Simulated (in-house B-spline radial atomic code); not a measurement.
Values are calculated unless marked as measured or tabulated.
## Softness against transferability: the 3p channel of Ga

Ga, [Ar] 3d10 4s2 4p1, non-relativistic PBE, spherical and spin-unpolarised, from a B-spline radial code for spherical atoms (atomic units). The all-electron 3p level is ε = -3.591566 hartree, its outermost node lies just inside 0.25 bohr and its outer maximum at 0.57 bohr.

Troullier-Martins pseudo-orbitals are made for several radii. The cutoffs (hartree) are the plane-wave energies beyond which the orbital holds less than the named kinetic energy per electron. The phase error is the difference, pseudo minus all-electron, of arctan(R P'/P) at R = 1.1 bohr for all radii, half a hartree below and above the level.

```csv
r_c (bohr),V_l(0) (hartree),cutoff for 10 mEh,for 1 mEh,for 0.1 mEh,phase error at ε − 0.5 (mrad),at ε + 0.5 (mrad)
0.43,-138.28,324,> 450,> 450,-1.3,-0.3
0.49,-50.33,205,386,> 450,-0.9,-0.2
0.57,-16.02,64.5,116,225,-0.6,-0.1
0.64,-12.74,74.9,110,203,-0.5,-0.1
0.72,-14.68,58.3,99.7,177,-0.7,-0.1
0.8,-16.71,40.5,84.5,108,-1.0,-0.2
```

Question: Which radius needs the lowest cutoff for 1 mEh while both phase errors stay within 1.1 mrad?

Answer: The radii within that limit are 0.49, 0.57, 0.64, 0.72, 0.8 bohr; of these r_c = 0.8 needs the least, 84.5 hartree, that is 169 Ry or 2299 eV.
